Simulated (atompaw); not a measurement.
**PBE PAW (atompaw) dataset for nickel (Ni), scalar-relativistic all-electron reference.**

```
Element                 : nickel (Ni)
Generator               : atompaw 4.2.0.5
Type                    : PAW
Functional              : PBE
Relativity              : scalar-relativistic
Frozen core             : [Ne]
Valence charge          : 18
Reference configuration : 3s2 3p6 3d8 4s1 4p1
Partial waves           : 3s (bound): rc 0.85 bohr; 4s (bound): rc 1.35 bohr; 3p (bound): rc 0.80 bohr; 4p (bound): rc 1.35 bohr; 3d (bound): rc 0.75 bohr; 3d channel at 1.1 Ry: rc 0.75 bohr
Local potential         : ultrasoft scheme with l = 3 at 0 Ry, radius 1.30 bohr
Core correction         : smooth core density matched at 1.05 bohr
Augmentation charge     : besselshape compensation charge, radius 1.00 bohr; PAW radius 1.35 bohr; waves and projectors: custom polynom vanderbiltortho
```

Does the generator finish with these settings?

No. atompaw 4.2.0.5 stopped with "atompaw: The overlap operator has at least one negative eigenvalue!": the overlap operator built from these waves and projectors is not positive definite.
